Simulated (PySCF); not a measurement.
ZnH₂, SMILES [ZnH2].

Coordinates come from a PBE-D3(BJ)/def2-TZVPD optimisation. The isomer is the one that the SMILES or the coordinates give; other isomers of the formula were not compared.

Two levels are set side by side: PBE/def2-TZVPD (PySCF) and ωB97X/def2-TZVPD (PySCF). Same geometry, gas phase. Differences are taken from unrounded values.

```json
[
 {"quantity": "orbital gap (eV)", "ωB97X": "11.22"},
 {"quantity": "highest occupied level (eV)", "ωB97X": "-10.44"},
 {"quantity": "lowest empty level (eV)", "ωB97X": "0.78"},
 {"quantity": "mean polarisability (bohr³)", "ωB97X": "28.9"}
]
```

**Question.** What does PBE give, and how far is it from ωB97X? (The exact figures need the calculation; the answer reports its results.)

**Answer.** 
| quantity | PBE | PBE minus ωB97X |
|---|---|---|
| orbital gap (eV) | 5.42 | -5.80 |
| highest occupied level (eV) | -6.87 | 3.57 |
| lowest empty level (eV) | -1.45 | -2.23 |
| mean polarisability (bohr³) | 30.3 | 1.4 |

PBE's occupied levels lie high since its potential decays too fast outside the molecule; exact exchange lowers them and widens the gap. Loosely held outer electrons make PBE densities more polarisable. Differences between two approximate levels are no errors against the true value.

Rough cost on one machine, each run with all the roots and properties that it gave: ωB97X against PBE within a factor of 2.
